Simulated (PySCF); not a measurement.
H₃N₂, SMILES [NH]N, multiplicity 2.

Geometry optimised at PBE0-D3(BJ)/def2-TZVP. The isomer is the one that the SMILES or the coordinates give; other isomers of the formula were not compared.

Calculation: PBE0-D3(BJ)/def2-TZVP in PySCF.

No scaling factor is applied to the harmonic values.

| mode | ν (cm⁻¹) | IR (km/mol) | moving atoms (share of kinetic energy) |
|---|---|---|---|
| 1 | 558 | 132.1 | H 76 %, N 24 % |
| 2 | 706 | 129.6 | H 94 % |
| 3 | 1145 | 22.8 | H 93 % |
| 4 | 1284 | 3.4 | N 90 %, H 10 % |
| 5 | 1486 | 22.6 | H 78 %, N 22 % |
| 6 | 1668 | 17.8 | H 91 %, N 9 % |
| 7 | 3452 | 5.0 | H 93 % |
| 8 | 3514 | 0.8 | H 96 % |
| 9 | 3658 | 20.0 | H 91 %, N 9 % |
